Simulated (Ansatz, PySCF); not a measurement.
The pair A = CH4 (SMILES C) (first 5 atoms), B = CH4S (SMILES CS); geometry from B3LYP-D3(BJ)/def2-TZVP.
(charge 0, multiplicity 1):
```xyz
11

C     -0.053     0.075    -0.100
H     -1.117     0.021     0.128
H      0.494     0.408     0.782
H      0.304    -0.909    -0.402
H      0.105     0.780    -0.915
C     -0.266    -1.269     3.492
S      0.245     0.438     3.873
H     -0.288    -1.443     2.418
H      0.486    -1.917     3.939
H     -1.234    -1.499     3.933
H     -0.773     1.057     3.255
```

Cores are frozen in the correlated methods. Rows in 6-31G* carry no dispersion term and start afresh at each structure (6-31G* with six Cartesian d functions).

Programs: Ansatz (a quantum-chemistry and plane-wave program) with Gaussian orbitals; PySCF for 6-31G* rows. Values without a source in brackets are computed.

Total energies (hartree), monomers frozen at their geometry in the pair:

| structure | HF/6-31G* | B3LYP/6-31G* | MP2/aug-cc-pV(D+d)Z |
|---|---|---|---|
| AB | -477.8942203 | -479.2166064 | -478.4084279 |
| A in the pair's basis | -40.1951824 | -40.5186113 | -40.3681533 |
| B in the pair's basis | -437.7001689 | -438.6985088 | -438.0389515 |
| A | -40.1950766 | -40.5183426 | -40.3675252 |
| B | -437.7000283 | -438.6981963 | -438.0380420 |

### Question
Work out the interaction energy without and with the counterpoise correction, and the superposition error, for each level.

### Answer

E(AB) − E(A) − E(B), times 627.509 kcal/mol, with the monomers in their own basis and then in the pair's basis:
- HF/6-31G*: 0.56 uncorrected, 0.71 corrected; the monomers gain 0.15 kcal/mol from borrowed functions
- B3LYP/6-31G*: -0.04 uncorrected, 0.32 corrected; the monomers gain 0.36 kcal/mol from borrowed functions
- MP2/aug-cc-pV(D+d)Z: -1.80 uncorrected, -0.83 corrected; the monomers gain 0.96 kcal/mol from borrowed functions
